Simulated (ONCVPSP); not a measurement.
Before and after: ONCV potential for rubidium (Rb)

ONCVPSP 4.0.1 input, shortened (lines: element, Z, core and valence counts, functional; n l f; lmax; l rc ep ncon nbas qcut; lloc lpopt rc5 dvloc0; l nproj debl; icmod fcfact rcfact), LDA (Perdew-Wang 92), scalar-relativistic:

```
  Rb 37.00    6    3  -001012      upf
    1    0    2.00
    2    0    2.00
    2    1    6.00
    3    0    2.00
    3    1    6.00
    3    2   10.00
    4    0    2.00
    4    1    6.00
    4    2    1.00
    2
    0    1.85    0.00    5    9    6.50
    1    2.00    0.00    5    9    5.90
    2    4.00    0.00    3    7    2.10
    4    5    1.25    0.00
    0    1    1.30
    1    1    3.10
    2    1    1.50
    3    5.50    1.25
```

Change: all radii but the core radius scaled by about 1.28 (s 2.38, p 2.56, d 5.14 bohr); local potential polynomial inside 1.60 bohr (lpopt 5, dvloc0 0 Ha).

Cutoffs: the cutoffs (Ha) at which the residual kinetic energy of the hardest occupied pseudo-wave falls to 1 and 0.1 mHa per electron; they do not see the model core or the augmentation charge, which bear on the density cutoff. Errors are all-electron minus pseudo energies relative to the spin-unpolarised reference configuration.

Problem. What does the change do?

Solution. The potential gets softer (16 Ha and 19 Ha → 13 Ha and 15 Ha); both files keep a bound ghost (d); of the 3 tests that both files solve, the error grows in 1 and shrinks in 1 by more than 15 % and 0.3 meV (median size 45.7 → 44.1 meV). A larger radius leaves more room for a smooth pseudo-wave, so fewer plane waves are needed.

```csv
quantity,base,changed
"cutoff, loose",16 Ha,13 Ha
"cutoff, tight",19 Ha,15 Ha
loose cutoff by channel,"s 16 Ha, p 12 Ha, d 2.8 Ha","s 13 Ha, p 6.6 Ha, d 1.6 Ha"
bound ghosts,d,d
GHOST(+) flags under 300 eV,none,none
tests with a reliable result,3 of 4,3 of 4
"error for 4s2 4p6 4d0 5s1, meV [ΔE -2.31 eV]",+62,+48
"error for 4s2 4p6 4d0, meV [ΔE 1.96 eV]",+8.0,+26
"error for 4s2 4p6 4d0 5s0.5, meV [ΔE -0.66 eV]",+46,+44
"rms error of d²Exc/dni dnj with the model core, mHa",1.14,0.94
```

 A true bound ghost makes a file unfit for plane-wave use even where its test errors are small: the radial tests pick states by their node count and pass the ghost by.
